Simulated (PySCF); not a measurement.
## Calculated NMR data

Computed data (PySCF 2.14): shielding tensors at PBE0/pcSseg-1 (GIAO), GFN2-xTB structure. Fast rotation and ring inversion assumed for equivalent nuclei, single conformer, no solvent, relativity neglected.

Shifts are taken against calculated references (same method and geometry level): TMS for 1H (σref 31.72) and 13C (σref 186.93). Splittings of carbon signals by F and P are missing where no couplings were computed. Where no couplings were computed, multiplicities follow the n + 1 count of equivalent neighbours, and m marks all less simple cases (inequivalent or close neighbours, rings, F or P nearby). Shifts are as computed. Against solution values, carbons near 30 ppm lie about +3 ppm off and those near 130 ppm about +5 ppm. Of 1211 compounds with measured shifts, 218 miss one by over three times the rms of a fit or turn the order of signals round; such compounds aren't used in these exercises.

**1.** SMILES c1nnn(CC)c1C, C5H9N3. 1H NMR (600 MHz, computed): δ 7.51 (s, 1H), 4.38 (q, 2H), 2.43 (s, 3H), 1.39 (t, 3H). 13C{1H} NMR (computed): δ 137.5, 137.0, 44.2, 18.6, 10.6.

**2.** `CC1=C[SiH2]C=C[Si@@H]1Cl`, C5H9ClSi2. 1H NMR (600 MHz, computed): δ 7.45 (m, 1H), 7.38 (m, 1H), 6.92 (m, 1H), 5.37 (m, 1H), 4.61 (m, 1H), 4.57 (m, 1H), 2.28 (s, 3H). 13C{1H} NMR (computed): δ 166.2 (C), 155.8 (CH), 154.7 (CH), 142.8 (CH), 31.8 (CH3).

**3.** `InChI=1S/C7H8N3P/c1-10(2)6-4-9-5-11-7(6)3-8/h4-5H,1-2H3`. 1H NMR (600 MHz, computed): δ 9.85 (m, 1H), 8.46 (m, 1H), 3.36 (s, 6H). 13C{1H} NMR (computed): δ 175.5, 149.5, 140.8, 130.2, 125.6, 42.6.
